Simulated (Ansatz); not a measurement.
`C=C(C)[SiH2][SiH3]` + `O=C(O)O[SiH3]` → `O=C(O)O[SiH2][SiH3]` + `C=C(C)[SiH3]`  (redistribution)

Computed with Ansatz on PBE0-D4/def2-TZVP structures; ΔE is electronic, products minus reactants. CCSD(T)/CBS is the MP2 limit (def2-TZVPP, def2-QZVPP) plus CCSD(T) − MP2 in def2-TZVPP, frozen cores. Functionals use def2-TZVPP. One conformer a species, not always the lowest.

```csv
species,r2SCAN energy (Eh)
`C=C(C)[SiH2][SiH3]`,-699.22219
`O=C(O)O[SiH3]`,-555.70697
`O=C(O)O[SiH2][SiH3]`,-846.38376
`C=C(C)[SiH3]`,-408.54451
```

(1) Work out ΔE.

Largest T1 diagnostic among the species: 0.015.

Answers

(1) ΔE = (-846.38376) + (-408.54451) − (-699.22219) − (-555.70697) = 0.00089 Eh = +0.6 kcal/mol. CCSD(T)/CBS gives +0.7 kcal/mol.
